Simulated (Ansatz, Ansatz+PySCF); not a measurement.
A single Br atom.

UHF-MP2 on doublet Br was run in several spherical basis sets with Ansatz (development build ahead of 0.2.0). Frozen core: 9 orbitals.

Q: Rank the basis sets by the total energy that they give, lowest first, with the distance from the lowest.
A. 6-31G(d)
B. def2-TZVP
C. def2-SVP
D. cc-pVDZ
E. cc-pVTZ

A: B (0.00 eV), E (0.11 eV), D (4.63 eV), A (9.03 eV), C (9.65 eV).

Totals follow the description of the cores as much as that of the bonds, so this order isn't one of quality for chemistry.
